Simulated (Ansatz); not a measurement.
Mulliken charges of ClF2HNSi, SMILES `[NH][Si](F)(F)Cl` radical from ωB97M-V/def2-TZVPP in Ansatz (PBE0-D4/def2-TZVP geometry).

| atom | x (Å) | y (Å) | z (Å) | charge (e) |
| --- | --- | --- | --- | --- |
| N1 | 0.110 | 0.566 | 1.249 | -0.280 |
| Si2 | 0.180 | -0.229 | -0.277 | 0.842 |
| F3 | -0.800 | -1.461 | -0.383 | -0.276 |
| F4 | 1.632 | -0.789 | -0.496 | -0.272 |
| Cl5 | -0.242 | 1.108 | -1.729 | -0.164 |
| H6 | -0.837 | 0.740 | 1.590 | 0.149 |

**Question.** By hand: the dipole of these point charges (1 e Å = 4.8032 D).

**Answer.** Σ q r = (-0.187, 0.195, 0.178) e Å, of length 0.324 e Å = 1.56 D.

**Question.** How does the dipole of the full density compare? (Best estimate.)

**Answer.** Ansatz gave: (-0.319, 0.136, 0.123) e Å, 1.77 D; the point charges give 0.88 times that, at 25° from its direction.

Point charges leave out the atoms' own dipoles, such as those of lone pairs, and Mulliken's split depends on the basis, so the two needn't agree.
